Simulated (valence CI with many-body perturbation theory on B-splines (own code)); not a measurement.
Energy levels of Sm XXXII

Computed by configuration interaction combined with many-body perturbation theory (CI+MBPT): three valence electrons over a frozen Dirac-Fock core [Ar] 3d10, a basis of 11 s, 11 p, 10 d, 8 f, 5 g, 2 h functions for each j, with the one-electron correlation potential Σ1 (screened to all orders), the two-electron term Σ2, the three-electron term Σ3, Breit, model QED; selected single and double excitations, second order for the rest, scaled by the run's own slope (own B-spline code, finite nucleus).

No measured spectrum was set against this ion. As an estimate, large intervals hold to a few tenths of a per cent, small ones and those within an open d or f shell to about a per cent.

Levels 136 to 178 of 178, with energies above the lowest level, (4s^2 4p1/2) J=1/2. "Leading %" is the weight of the configuration and term that name the level; weights of strongly mixed levels are sums over their largest components and can fall short. In the jj column 3d3/2^4 stands for four electrons in 3d with j = 3/2.

```csv
No.,Configuration,Term,J,E (eV),Leading %,Leading jj,g
136,4p²4f,²F°,7/2,463.52,39,4p1/2 4p3/2 4f7/2 (44 %),1.209
137,4p²4f,⁴D°,5/2,464.12,36,4p1/2 4p3/2 4f7/2 (50 %),1.219
138,4p²4f,⁴D°,3/2,464.41,36,4p1/2 4p3/2 4f5/2 (72 %),1.040
139,4p²4f,²P°,1/2,465.02,43,4p1/2 4p3/2 4f5/2 (82 %),0.342
140,4p4d²,²P°,1/2,468.93,77,4p1/2 4d5/2^2 (83 %),0.660
141,4p²4f,²F°,5/2,471.03,38,4p1/2 4p3/2 4f7/2 (72 %),0.935
142,4p²4f,²G°,9/2,471.30,36,4p1/2 4p3/2 4f5/2 (36 %),0.991
143,4p²4f,²D°,3/2,472.87,45,4p1/2 4p3/2 4f7/2 (67 %),1.021
144,4s²5s,²S,1/2,473.03,98,4s^2 5s (98 %),2.000
145,4p4d²,²G°,7/2,474.76,28,4p1/2 4p3/2 4f7/2 (28 %),1.033
146,4p4d²,²D°,3/2,480.96,38,4p3/2 4d3/2^2 (71 %),0.876
147,4p4d²,⁴G°,9/2,481.22,40,4p3/2 4d3/2 4d5/2 (86 %),1.184
148,4p4d²,⁴G°,11/2,481.28,88,4p3/2 4d5/2^2 (67 %),1.256
149,4p4d²,²F°,7/2,481.54,41,4p3/2 4d3/2 4d5/2 (77 %),1.163
150,4p4d²,⁴F°,5/2,482.36,31,4p3/2 4d3/2^2 (62 %),1.001
151,4p4d²,⁴F°,7/2,482.89,22,4p3/2 4d3/2^2 (35 %),1.106
152,4p4d²,⁴D°,5/2,483.23,34,4p3/2 4d3/2 4d5/2 (66 %),1.284
153,4p4d²,⁴D°,1/2,483.82,61,4p3/2 4d3/2^2 (75 %),0.540
154,4p4d²,⁴D°,3/2,484.92,53,4p3/2 4d3/2 4d5/2 (41 %),1.171
155,4p4d²,²F°,5/2,485.54,28,4p3/2 4d3/2 4d5/2 (62 %),1.120
156,4p4d²,²G°,9/2,485.95,36,4p3/2^2 4f5/2 (32 %),1.078
157,4p4d²,²S°,1/2,486.27,42,4p3/2 4d3/2 4d5/2 (90 %),1.604
158,4p4d²,⁴D°,7/2,486.65,52,4p3/2 4d3/2 4d5/2 (48 %),1.273
159,4p4d²,²H°,11/2,487.07,64,4p3/2 4d3/2 4d5/2 (52 %),1.138
160,4p4d²,⁴S°,3/2,488.60,26,4p3/2 4d3/2^2 (40 %),1.540
161,4p4d²,⁴P°,5/2,489.54,44,4p3/2 4d5/2^2 (52 %),1.396
162,4p4d²,²G°,7/2,489.64,27,4p3/2 4d3/2 4d5/2 (55 %),1.110
163,4p4d²,²F°,7/2,491.78,29,4p3/2 4d5/2^2 (46 %),1.123
164,4p4d²,²D°,5/2,492.92,48,4p3/2 4d3/2 4d5/2 (60 %),1.194
165,4p4d²,⁴F°,9/2,493.33,32,4p3/2 4d5/2^2 (55 %),1.201
166,4p4d²,²D°,3/2,493.41,26,4p3/2 4d3/2 4d5/2 (70 %),1.197
167,4p4d²,²F°,7/2,494.67,20,4p3/2^2 4f7/2 (37 %),1.170
168,4p4d²,²P°,1/2,495.50,52,4p3/2 4d5/2^2 (52 %),0.664
169,4p4d²,²F°,5/2,496.41,57,4p3/2 4d3/2 4d5/2 (54 %),0.906
170,4s4d4f,⁴H°,7/2,497.45,95,4s 4d3/2 4f5/2 (89 %),0.681
171,4p²4f,⁴F°,9/2,497.51,37,4p3/2^2 4f7/2 (67 %),1.208
172,4p4d²,²D°,3/2,497.72,33,4p3/2 4d3/2 4d5/2 (47 %),0.829
173,4p²4f,²D°,3/2,498.09,31,4p3/2^2 4f5/2 (38 %),0.837
174,4s4d4f,⁴H°,9/2,499.57,93,4s 4d3/2 4f5/2 (41 %),0.978
175,4p²4f,⁴D°,5/2,499.86,16,4p3/2^2 4f5/2 (57 %),1.036
176,4s4d4f,⁴H°,11/2,500.43,26,4p3/2^2 4f7/2 (40 %),1.154
177,4p4d²,²F°,7/2,501.49,14,4p3/2^2 4f5/2 (38 %),1.152
178,4p4d²,²P°,1/2,502.04,66,4p3/2 4d3/2 4d5/2 (67 %),0.615
```

Where two levels of one J and parity lie close, their mixing, g and order are uncertain.
